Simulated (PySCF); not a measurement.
**Re⁺: excitation energy**

Re⁺ [Xe] 4f14 5d5 6s1 (7S) → Re⁺ [Xe] 4f14 5d5 6p1 (7P), as a difference of total energies. Calculation: PySCF 2.14, in x2c-TZVPPall with one added diffuse shell each of s, p, d, f type (12s8p8d4f1g, 113 functions); the spin-free X2C one-electron Hamiltonian (Gaussian nucleus). Correlated levels: valence: [Xe] 4f14 frozen. The calculations carry no spin-orbit coupling.

| method | excitation energy (eV) |
| --- | --- |
| UHF | 5.667 |
| MP2 (valence) | 5.858 |
| SCS-MP2 (valence) | 5.730 |
| CCSD (valence) | 5.850 |
| CCSD(T) (valence) | 5.852 |

How much does correlation contribute at CCSD(T) (valence)?

5.852 − (5.667) = 0.185 eV, measured against UHF.

A first-order spin-orbit estimate (lowest level to lowest level, LS coupling) adds -0.350 eV.
